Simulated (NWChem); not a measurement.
# GeSiH$_{5}$OCl; SMILES [GeH2]([SiH2]O)[Cl]

```xyz
9

O      1.3583     1.9062    -0.3202
Si    -0.2244     1.8076     0.1780
Ge    -0.7865    -0.5066    -0.0712
Cl     1.2196    -1.3655     0.2427
H      1.8612     1.0923    -0.1744
H     -1.0570     2.6914    -0.6828
H     -0.4223     2.1868     1.6103
H     -1.6943    -1.1573     0.9877
H     -1.2158    -0.9726    -1.4744
```
Atoms are numbered in this order, from 1.

Computed with NWChem. Pople sets run with spherical d functions. Coordinates come from a PBE0/def2-SVP optimisation. Vzz is the largest principal value of the second derivative of the potential at the nucleus (NWChem prints the opposite sign); η is the asymmetry. Non-relativistic.

```tsv
level	Vzz O1 (a.u.)	η O1	Vzz Ge3 (a.u.)	η Ge3	Vzz Cl4 (a.u.)	η Cl4
PBE0/def2-SVP	…	0.71	…	…	…	0.13
PBE0/6-31G*	1.284	0.74	1.962	0.22	2.264	0.10
Hartree-Fock/6-31G*	1.376	0.69	2.104	0.37	2.054	0.05
Hartree-Fock/def2-SVP	1.442	0.65	2.188	0.41	2.089	0.09
```

Q: Fill in the missing entries.

A: 
- PBE0/def2-SVP, Vzz O1 (a.u.): 1.344
- PBE0/def2-SVP, Vzz Ge3 (a.u.): 1.993
- PBE0/def2-SVP, η Ge3: 0.30
- PBE0/def2-SVP, Vzz Cl4 (a.u.): 2.245
